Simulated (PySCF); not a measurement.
## Static response to an electric field

Species: C9H15ClSi2.
Structure used (PBE0-D3(BJ)/def2-SVP), in Å, numbered top down from 1:
```xyz
27
C9H15ClSi2 angstrom
C      5.4677   -0.3002    0.4827
C      4.1927   -0.2127   -0.2113
C      3.1386   -0.1360   -0.8096
C      1.8437   -0.0685   -1.4638
C      1.0691    1.2514   -1.1581
Si    -0.8082    0.9794   -1.2156
C     -1.2257   -0.0139    0.3453
C     -0.1227   -1.0704    0.6175
Si     0.7610   -1.5710   -0.9827
C     -0.6064   -1.6092   -2.3173
Cl    -0.0214   -2.5132   -3.7752
C     -1.0751   -0.1979   -2.6887
H      5.8689    0.6997    0.7120
H      5.3735   -0.8482    1.4337
H      6.2167   -0.8258   -0.1309
H      1.9844   -0.1610   -2.5565
H      1.3973    2.0512   -1.8419
H      1.3301    1.5927   -0.1425
H     -1.5871    2.2476   -1.3516
H     -1.3678    0.6436    1.2188
H     -2.1978   -0.5095    0.1798
H     -0.5286   -1.9474    1.1479
H      0.6549   -0.6500    1.2787
H      1.5204   -2.8483   -0.9052
H     -1.4540   -2.1976   -1.9321
H     -2.1068   -0.2048   -3.0753
H     -0.4396    0.1881   -3.5035
```

Level: B3LYP/def2-SVPD (PySCF), static field, nuclei fixed, core orbitals frozen in the response. The polarisability tensor in these axes (au):

```
x   191.90  -6.60  19.19
y    -6.60 153.91   9.63
z    19.19   9.63 158.94
```

Problem. What are the eigenvalues, a third of the trace, and Δα (Δα² = ½Σ(αi − αj)² over the three pairs)?

Solution. Principal values 140.34, 163.61 and 200.81 au; mean 168.25 au = 24.93 Å³ = 27.74 × 10⁻⁴⁰ C²·m²/J; Δα = 52.83 au (31 % of the mean).

Problem. What is the dipole moment, and where does it point?

Solution. (-0.50, 1.29, 2.21) D, 2.60 D in size, pointing from the negative to the positive side. Measured along this direction, the outermost atoms are Cl11 at the negative end and H20 at the positive end.

Problem. Traceless (Buckingham) quadrupole moment about the centre of nuclear charge: eigenvalues?

Solution. -11.93, 1.98, 9.95 D·Å. The values depend on the origin, since the dipole doesn't vanish. The electronic extent ⟨r²⟩ about the same centre is 3356 bohr², a root-mean-square distance of 2.87 Å for the 114 electrons.

Problem. What molar refraction does this α imply?

Solution. Lorentz–Lorenz: R = (4π/3)N_A α = 2.5225 cm³/(mol·Å³) × 24.93 Å³ = 62.9 cm³/mol, in the limit of long wavelengths.

Problem. Directions of the eigenvectors, and the extent of the frame along each?

Solution. Largest value along (0.91, -0.04, 0.41), where the nuclei span 8.82 Å; middle along (-0.23, 0.76, 0.61), 5.74 Å; least along (-0.34, -0.65, 0.68), 5.28 Å. The response follows the extents in order.

Problem. In a dilute gas of rigid molecules at 400 K, how does the orientational term μ²/3kT compare with the electronic polarisability?

Solution. In Gaussian units μ²/3kT = 40.95 Å³ against 24.93 Å³, a ratio of 1.64; the Debye molar polarisation (4π/3)N_A(α + μ²/3kT) is 166.2 cm³/mol, leaving out the vibrational part.

Problem. Find the Langevin capture rate constant for H3O+ (19.018 u) meeting this molecule (214.040 u), k = 2.342 × 10⁻⁹ cm³/s × √(α in Å³ / reduced mass in u).

Solution. The reduced mass is 17.47 u, so k = 2.80 × 10⁻⁹ cm³/s. The formula leaves out the permanent dipole, which adds to the capture rate.

Isolated species at its PBE0-D3(BJ)/def2-SVP geometry, gas phase.

The run behind these numbers computed excited states as well. Time: 1.9 min wall, 4.1 min CPU; peak memory 2.3 GiB. Hardware: 2 threads of an Intel Xeon Platinum 8488C (shared host).
